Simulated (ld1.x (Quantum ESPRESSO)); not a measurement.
## Before and after: TM potential for carbon (C)

```json
{
  "Element": "carbon (C)",
  "Generator": "ld1.x (Quantum ESPRESSO) 7.5",
  "Type": "norm-conserving Troullier–Martins (Kleinman–Bylander form)",
  "Functional": "PBE",
  "Relativity": "non-relativistic",
  "Frozen core": "[He]",
  "Valence charge": "4",
  "Reference configuration": "2s1.5 2p2.5",
  "Partial waves": "2p (bound): rc 2.25 bohr; 3d channel at -0.1 Ry: rc 2.35 bohr; 2s (bound): rc 0.90 bohr",
  "Local potential": "the s channel",
  "Core correction": "a·sin(br)/r model core inside 0.95 bohr"
}
```

Change: wave 2s (bound): rc 0.90 bohr becomes 2s (bound): rc 1.28 bohr.

Cutoffs: the cutoffs (Ry, on a coarse ladder) from which the occupation-weighted sum of valence levels, in a spherical-Bessel basis at the reference potential, stays within 10 and 1 mRy of its value at 400 Ry; they do not see the model core or the augmentation charge, which bear on the density cutoff. Errors are all-electron minus pseudo energies relative to the spin-unpolarised reference configuration.

Predict the effect on cutoff, ghosts and configuration errors.

The potential gets softer (35 Ry and 100 Ry → 30 Ry and 70 Ry); of the 7 tests that both files solve, the error grows in 0 and shrinks in 1 by more than 15 % and 0.3 meV (median size 14.8 → 14.6 meV); the range in which the s phases agree narrows (upper end at the end of the scan → 1.7); neither file shows a bound ghost. A larger radius leaves more room for a smooth pseudo-wave, so fewer plane waves are needed.

| quantity | base | changed |
| --- | --- | --- |
| cutoff, loose | 35 Ry | 30 Ry |
| cutoff, tight | 100 Ry | 70 Ry |
| bound ghosts | none | none |
| error for 2s2 2p2, meV [ΔE -4.23 eV] | -0.5 | -0.4 |
| error for 2s2 2p1, meV [ΔE 6.64 eV] | +78 | +80 |
| error for 2s2 2p0, meV [ΔE 30.80 eV] | +526 | +538 |
| error for 2s2 2p2.3, meV [ΔE -5.39 eV] | -4.5 | -4.4 |
| error for 2s0 2p4, meV [ΔE 12.72 eV] | -2.7 | +0.4 |
| error for 2s1 2p2, meV [ΔE 15.37 eV] | -15 | -15 |
| error for 2s2 2p1.5, meV [ΔE -0.26 eV] | +19 | +20 |
| s: phases at 2.56 bohr within 0.05 rad from the reference energy up to (Ry; the scan ends near 5) | to the end of the scan | 1.7 |
| p: phases at 2.56 bohr within 0.05 rad from the reference energy up to (Ry; the scan ends near 5) | 1.4 | 1.4 |
| d: phases at 2.56 bohr within 0.05 rad from the reference energy up to (Ry; the scan ends near 5) | to the end of the scan | to the end of the scan |
